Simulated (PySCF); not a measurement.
Excitation energy of Sn by level of theory

Sn [Kr] 4d10 5s2 5p2 (3P) → Sn [Kr] 4d10 5s2 5p1 6s1 (3P), as a difference of total energies. All numbers are calculated (PySCF 2.14, a scalar-relativistic core potential, in aug-cc-pVDZ-PP with ECP28MDF (5s4p3d, 32 functions)). Correlated levels: valence: 4s2 4p6 4d10 frozen. The calculations carry no spin-orbit coupling.

| method | excitation energy (eV) | error (eV) |
| --- | --- | --- |
| UHF | 4.226 | -0.049 |
| LDA | 4.242 | -0.033 |
| PBE | 4.150 | -0.125 |
| PBE0 | 4.263 | -0.012 |
| r2SCAN | 4.441 | +0.166 |
| PW91 | 4.187 | -0.088 |
| TPSS | 4.254 | -0.021 |
| BLYP | 4.113 | -0.162 |
| MP2 (valence) | 4.252 | -0.023 |
| SCS-MP2 (valence) | 4.242 | -0.033 |

Reference: 4.275 eV (measured; NIST levels, between the centres of gravity of the two terms).

Errors of the correlated levels include the incompleteness of this basis and the frozen core.
